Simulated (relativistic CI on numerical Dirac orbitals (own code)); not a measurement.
## Tc⁵⁺: L2,3 absorption edge

Computed with this model: Dirac-Coulomb-Breit CI, orbitals from a KLI potential per configuration, model QED (radiative potential, 1s self-energy scaled to tabulated hydrogen-like ionisation energies), valence Slater integrals scaled by 0.8, multiplet model of core-to-valence dipole absorption; configurations [Kr] 4d2 → [He] 2s2 2p5 3s2 3p6 3d10 4s2 4p6 4d3; 300 K; Lorentzian 2.4 eV and Gaussian 0.5 eV FWHM. Energies are those of the free ion, without screening or charge transfer. The branching ratio is the share of the lower-energy edge in the whole absorption, uncertain by about 0.02 where the edges overlap. S is read from ⟨S²⟩ = S(S + 1).

Field parameters in Wybourne normalisation: D4h B²₀ = −7Ds, B⁴₀ = 21(Dq − Dt), B⁴₄ = 21√(5/14) Dq; Oh B⁴₀ = 21Dq, B⁴₄ = √(5/14) B⁴₀; Td as Oh with Dq negative (B⁴₀ = 21Dq, B⁴₄ = √(5/14) B⁴₀). The field is a parameter set, without covalency.

Peaks in eV (height, largest 100): 2685.5 (79), 2690.5 (100), 2802.5 (34), 2807.0 (36).

(1) Which surroundings give this spectrum?
A. Td, 10Dq = -9800 cm⁻¹
B. free ion
C. D4h, 10Dq = 38900, Ds = -610, Dt = -720 cm⁻¹
D. Oh, 10Dq = 28500 cm⁻¹

Results:

(1) C. D4h, 10Dq = 38900, Ds = -610, Dt = -720 cm⁻¹, where the ground state has S = 1.00.
